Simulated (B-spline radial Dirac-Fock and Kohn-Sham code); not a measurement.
Calculated with a B-spline atomic structure program, using a relativistic central-field model (Hartree-Slater potential of the initial state, Latter tail, multipole expansion of the photon field, Dirac-Fock thresholds). Kinetic energies are from the vacuum level. Open shells are spread statistically over j, without multiplet splitting. Without correlation, outer binding energies are uncertain by a few eV, most for open f shells.

**Question.** A free atom or ion in its tabulated ground configuration is ionised with Ga Kα (9251.7 eV) photons and gives these photoelectron lines. Identify it and assign the lines.

```
kinetic energy (eV)  relative cross section
              752.0                   100.0
             7622.9                     7.6
             7735.7                     1.5
             7751.8                     2.8
```

**Answer.** Co¹⁸⁺, [He] 2s2 2p5. Binding energies are hν less the kinetic energy: 1s 8499.7 eV, 2s 1628.8 eV, 2p1/2 1516.0 eV, 2p3/2 1499.9 eV.
